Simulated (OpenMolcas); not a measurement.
# Ir5+: moving or changing the point charges

Ir5+ among 5 point charges of -1 e arranged as a trigonal bipyramid (D3h), 2.21 Å from the ion, with the axial distance 2.409 Å.

* Program: OpenMolcas 26.06
* Method: SS-CASPT2, IPEA 0.25 Eh, imaginary shift 0.1 Eh (closed shells correlated: 4f 5s 5p)
* Basis: ANO-RCC-VDZP [7s6p4d2f]
* Scalar Hamiltonian: DKH2, point nucleus
* Active space: 4 electrons in 5 orbitals (5d)
* State averaging: 2S+1 = 5 even, 5 roots; 2S+1 = 3 even, 45 roots; 2S+1 = 1 even, 50 roots
* Spin-orbit coupling: RASSI with atomic mean-field integrals over the reference wave functions

Runs around this geometry, states (labels of D3, the rotations of D3h). Energies in cm-1 above the lowest state or level, χT in cm3 K/mol.

```csv
R (Å),q (e),Axial / equatorial distance,Ground state,First state of that spin,First gap with spin-orbit (degeneracies),χT at 300 K,First state of another spin
2.21,-0.65,1.09,5A1,5E 610,"5990 (1, 2)",0.038,3A2 19060
2.06,-1,1.09,5A1,5E 1430,"5820 (1, 2)",0.040,3A2 18870
2.21,-1,1.09,5A1,5E 1000,"5910 (1, 2)",0.039,3A2 19010
2.44,-1,1.09,5A1,5E 600,"6000 (1, 2)",0.038,3E 19060
2.21,-1,1.18,5E,5A1 420,"5640 (1, 1)",0.039,3A2 18800
```

The ground state changes within this set.

Roots that are degenerate in the reference are averaged as groups; the widest CASPT2 spread within a group is 160 cm-1 (the 2-fold group of multiplicity 5 near 996 cm-1 above the lowest state of its run, R = 2.21, q = -1, ratio = 1.09). Shifts and gaps below about the spread of the groups concerned are not significant. Point charges give a weaker field than real ligands, and real ions of this kind are as a rule low spin; the high spin found here belongs to the model. The ground term spreads over less than 5000 cm-1, several times less than with real ligands, so orbital moments are less quenched and χT lies further from the spin-only value than at real sites. Free-ion shares, where given, are those of the reference states; single-state CASPT2 does not remix them. Spin-orbit coupling mixes the spin-free states strongly: the lowest level takes only 25 % from its leading state, 5E, which lies 613 cm-1 above the lowest spin-free state (figures for R = 2.21, q = -0.65, ratio = 1.09; the like holds for R = 2.06, q = -1, ratio = 1.09, R = 2.21, q = -1, ratio = 1.09, R = 2.44, q = -1, ratio = 1.09, R = 2.21, q = -1, ratio = 1.18). This is an electrostatic model: the charges have no orbitals. No measured value stands beside these numbers.
